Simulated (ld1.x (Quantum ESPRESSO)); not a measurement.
## lead: variants of one TM potential

Base potential:

```
Element                 : lead (Pb)
Generator               : ld1.x (Quantum ESPRESSO) 7.5
Type                    : norm-conserving Troullier–Martins (Kleinman–Bylander form)
Functional              : LDA (PZ)
Relativity              : scalar-relativistic
Frozen core             : [Xe] 4f14
Valence charge          : 14
Reference configuration : 5d10 6s2 6p2
Partial waves           : 6s (bound): rc 1.90 bohr; 6p (bound): rc 2.10 bohr; 5d (bound): rc 1.60 bohr
Local potential         : all-electron potential smoothed inside 1.35 bohr (lloc = -1)
Core correction         : none
```

All-electron outer shells of the reference configuration (LDA (PZ), scalar-relativistic, ld1.x):

```tsv
shell	level (eV)	outermost node (bohr)	outermost maximum (bohr)
4f	-133.26	–	0.35
5p	-85.96	0.49	0.88
5d	-21.29	0.52	1.07
6s	-12.32	1.01	1.95
6p	-3.71	1.18	2.63
```

Cutoffs, loose and tight: the cutoffs (Ry, on a coarse ladder) from which the occupation-weighted sum of valence levels, in a spherical-Bessel basis at the reference potential, stays within 10 and 1 mRy of its value at 400 Ry. They do not see the model core or the augmentation charge, which bear on the density cutoff. Test errors are all-electron minus pseudo excitation energies from the reference, over the configurations 5d10 6s2 6p1; 5d10 6s2 6p0; 5d10 6s1 6p0; 5d10 6s2 6p1.5; 5d9 6s2 6p2; 5d10 6s1 6p2; 5d10 6s0 6p0 (two spin-polarised tests are not counted in the largest error). A dash means not determined; rows that change the core or the reference have their own tests.

A true bound ghost makes a file unfit for plane-wave use even where its test errors are small: the radial tests pick states by their node count and pass the ghost by.

```csv
change,outcome,"cutoff, loose","cutoff, tight",bound ghosts,largest test error (meV)
base,generated,55 Ry,90 Ry,"s, p",-57
wave 6s (bound): rc 1.90 bohr becomes 6s (bound): rc 1.30 bohr,generated,140 Ry,over 300 Ry,"s, p",+199
wave 6s (bound): rc 1.90 bohr becomes 6s (bound): rc 1.44 bohr,generated,90 Ry,180 Ry,"s, p",+89
wave 6s (bound): rc 1.90 bohr becomes 6s (bound): rc 1.66 bohr,generated,55 Ry,90 Ry,"s, p",-49
wave 6s (bound): rc 1.90 bohr becomes 6s (bound): rc 1.98 bohr,generated,55 Ry,90 Ry,"s, p",-58
wave 6s (bound): rc 1.90 bohr becomes 6s (bound): rc 2.28 bohr,generated,55 Ry,90 Ry,"s, p",-51
wave 6s (bound): rc 1.90 bohr becomes 6s (bound): rc 2.50 bohr,generated,55 Ry,90 Ry,"s, p",-32
wave 6s (bound): rc 1.90 bohr becomes 6s (bound): rc 2.68 bohr,generated,55 Ry,90 Ry,"s, p",-66
wave 6s (bound): rc 1.90 bohr becomes 6s (bound): rc 2.78 bohr,generated,55 Ry,90 Ry,"s, p",-88
```

Reading the sweep of the s radius (base included, trends over the rows without a ghost): Bound ghosts are found at 1.3, 1.44, 1.66, 1.9, 1.98, 2.28, 2.5, 2.68, 2.78 bohr. Every judged row has one, so this setting neither creates nor removes them.
